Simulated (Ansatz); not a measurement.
One arrangement of a pair

The pair of H2 (SMILES [H][H], atoms 1–2) and Si2H6 (SMILES [SiH3][SiH3], atoms 3–10), both closed shells, in one local arrangement (a lower one may exist), relaxed at PBE0-D4/def2-TZVP:

H1  (-0.981, 0.366, -2.636)
H2  (-0.335, 0.663, -2.864)
Si3  (1.234, -0.127, 0.212)
Si4  (-0.905, -0.129, 1.158)
H5  (1.361, -1.224, -0.784)
H6  (1.500, 1.169, -0.468)
H7  (2.258, -0.326, 1.273)
H8  (-1.157, -1.420, 1.854)
H9  (-1.943, 0.052, 0.107)
H10  (-1.032, 0.976, 2.146)
(Å)

Ansatz 0.2.0; basis: def2-TZVPPD, with def2-QZVPPD for the basis limit; cores frozen in the correlated methods. B3LYP uses VWN-RPA correlation. Extrapolation: Hartree–Fock as exp(−7.88 √X), correlation as X^−2.97. Interaction energies count from these two fragments, frozen as in the pair, with the counterpoise correction; negative means bound.

Task: What is the interaction energy by CCSD(T) at an estimated basis limit (MP2 extrapolated from triple and quadruple zeta, plus CCSD(T) − MP2 in triple zeta)? (To be estimated.)

Result: Computed: -0.46 kcal/mol. Hartree–Fock alone gives 0.33 kcal/mol at the basis limit, so without correlation the pair would not bind at this distance. It counts from the two fragments frozen as in the pair.

The same quantity by other methods in triple zeta, and each one's difference from that estimate:
```csv
method,E_int (kcal/mol),difference
PBE-D4,-0.71,-0.25
revPBE-D4,-0.53,-0.06
BLYP-D4,-0.28,0.18
r2SCAN-D4,-0.24,0.22
B97M-V,-0.46,0.00
PBE0-D4,-0.63,-0.17
B3LYP-D4,-0.41,0.05
HSE06-D4,-0.63,-0.17
wB97X-V,-0.52,-0.05
wB97M-V,-0.45,0.01
B2PLYP,0.05,0.51
HF,0.34,0.80
MP2,-0.32,0.14
CCSD,-0.28,0.18
CCSD(T),-0.36,0.10
```
Differences are method less estimate.

Task: Which atoms make the shortest contact between the fragments?

Result: H1 and H9, 2.92 Å apart.

Basis-set superposition shift (counterpoise-corrected less uncorrected): CCSD(T) 0.09; MP2 0.10; HF 0.02; PBE0-D4 0.01; wB97M-V 0.02 kcal/mol.

T1 diagnostic: at most 0.013.

For scale, one of the runs: CCSD(T)/def2-TZVPPD, 232 basis functions (an equivalent command: `ansatz run in.yaml --threads 2`). The run took 52 s on 2 CPU threads (shared host), with 3.7 GiB of host memory at its peak.
